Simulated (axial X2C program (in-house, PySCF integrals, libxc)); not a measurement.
How long does LiAg⁺ take?

A bond scan computed with an in-house relativistic program for diatomic molecules. Basis: Ag dyall-cv3z [12s12p8d5f3g], Li dyall-cv3z [7s8p2d] (cores contracted in-house).

Input file and command:
```json
{
 "zs": [
  47,
  3
 ],
 "q": 1,
 "bas": [
  "dyall-cv3z",
  "dyall-cv3z"
 ],
 "levels": [
  "PBE0",
  "HF",
  "PBE"
 ],
 "cc": true,
 "r0": 2.61,
 "thr": -2.0,
 "nmax": 90,
 "npts": 10,
 "nst": 2,
 "ntry": 6
}
```
```bash
python so2c.py task.json out
```

Keys: zs atomic numbers; q charge; bas basis sets; levels methods; cc coupled cluster on or off; r0 starting distance in Å; thr threshold in hartree for freezing inner shells (an s shell follows its p shell); nmax most natural virtual spinors; npts points on the curve; nst determinants followed; ntry starts of the search. HF also brings MP2.

Hardware: 1 thread of Arm Neoverse N1, with other jobs on the host.

Wall time of one point of each curve, integrals apart:

```json
{"Hamiltonian": "spin-free", "level": "PBE0", "points": "10", "seconds a point": "0.74"}
{"Hamiltonian": "spin-free", "level": "HF", "points": "10", "seconds a point": "0.46"}
{"Hamiltonian": "spin-free", "level": "CCSD(T) (11 electrons, 90 virtuals)", "points": "7", "seconds a point": "8.9"}
{"Hamiltonian": "spin-free", "level": "PBE", "points": "10", "seconds a point": "0.46"}
{"Hamiltonian": "2c", "level": "PBE0", "points": "10", "seconds a point": "0.93"}
{"Hamiltonian": "2c", "level": "HF", "points": "10", "seconds a point": "0.71"}
{"Hamiltonian": "2c", "level": "CCSD(T) (11 electrons, 90 virtuals)", "points": "7", "seconds a point": "9.1"}
{"Hamiltonian": "2c", "level": "PBE", "points": "10", "seconds a point": "0.49"}
```

The rest:

Search with its distance optimisation 30 s, atoms 29 s, whole task 220 s. Coupled cluster runs on the points near the minimum only. The program drops outer points, and coupled cluster, when its time limit (not in the input) nears; MP2, further determinants and curves that did not converge are not in the table.
